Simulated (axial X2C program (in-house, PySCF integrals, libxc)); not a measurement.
# RhSi: from the spin-free to the two-component result

Calculated with an in-house all-electron X2C program for linear molecules (integrals from PySCF). Spin-free means the one-electron spin-free X2C Hamiltonian; two-component (2c) means X2C with spin–orbit coupling and atomic mean-field two-electron Coulomb and Gaunt terms, so the difference of the two also holds small scalar two-electron terms. Basis: Rh dyall-cv3z [12s12p8d5f3g], Si dyall-v3z [8s7p2d1f] (cores contracted in-house); Gaussian nuclei, density fitting, unrestricted open shells. Masses: Rh 102.906 u, Si 27.977 u.

Spin-free state: M_S = 1/2, Λ = 0 (beyond evenly filled blocks: σα); fragments Rh + Si.

```
level  Re (Å)  ωe (cm⁻¹)  De (eV)  μ (D)
 PBE0   2.030      555.5    3.827  -0.58
 BP86   2.060      527.2    4.941  -0.17
```

Dipoles are positive if Si is the positive end.

Two-component determinant lowest at the distance of the search:

Ω = 1/2 (⟨Sz⟩ = 0.50, ⟨Lz⟩ = 0.00 at PBE0); fragments Rh + Si.

```tsv
level	Re (Å)	ωe (cm⁻¹)	μ (D)
PBE0	2.031	553.5	-0.59
BP86	2.061	525.6	-0.18
```

**Question.** From the two tables, how do the constants change at the PBE0 level (2c against spin-free)?

**Answer.** At the PBE0 level Re rises by 0.001 Å and ωe falls by 2.0 cm⁻¹.

One determinant describes the state; a PBE0 search over occupations chose it and may have missed a lower one. De is counted from the lowest determinant-based energies of the atoms at the same level, without counterpoise correction. De is not given where an atomic determinant may have missed its ground term or J level, or where the truncated virtual space spoils (T). Density functionals use the spin component along the axis (collinear). Without a current term, density functionals place determinants with orbital angular momentum somewhat too high. The determinant is spin-polarised beyond a pure state at some levels (its spin-free form has ⟨S²⟩ too high), which makes Re and μ there less reliable.
